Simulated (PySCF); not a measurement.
How methods differ on the ionisation energy of Ge²⁺

Ge²⁺ [Ar] 3d10 4s2 (1S) → Ge³⁺ [Ar] 3d10 4s1 (2S), as a difference of total energies. All numbers are calculated (PySCF 2.14, a scalar-relativistic core potential, in aug-cc-pwCVTZ-PP with ECP10MDF (8s7p6d4f1g, 96 functions)). Correlated levels: valence: 3s2 3p6 3d10 frozen; valence and next inner shell: nothing frozen outside the core potential. The calculations carry no spin-orbit coupling.

| method | ionisation energy (eV) |
| --- | --- |
| UHF | 32.190 |
| LDA | 34.787 |
| PBE | 34.326 |
| PBE0 | 33.973 |
| r2SCAN | 34.055 |
| PW91 | 34.426 |
| wB97M-V | 34.228 |
| TPSSh | 33.853 |
| PBEsol | 34.258 |
| MP2 (valence) | 33.002 |
| SCS-MP2 (valence) | 33.164 |
| MP2 (valence and next inner shell) | 33.944 |
| SCS-MP2 (valence and next inner shell) | 33.925 |

Errors of the correlated levels include the incompleteness of this basis and the frozen core.

Which method comes closest to the reference value, and which is furthest?

The reference is 34.058 eV (measured; NIST Atomic Spectra Database, ionization energies). Closest: r2SCAN (error -0.003 eV); furthest: UHF (error -1.868 eV).
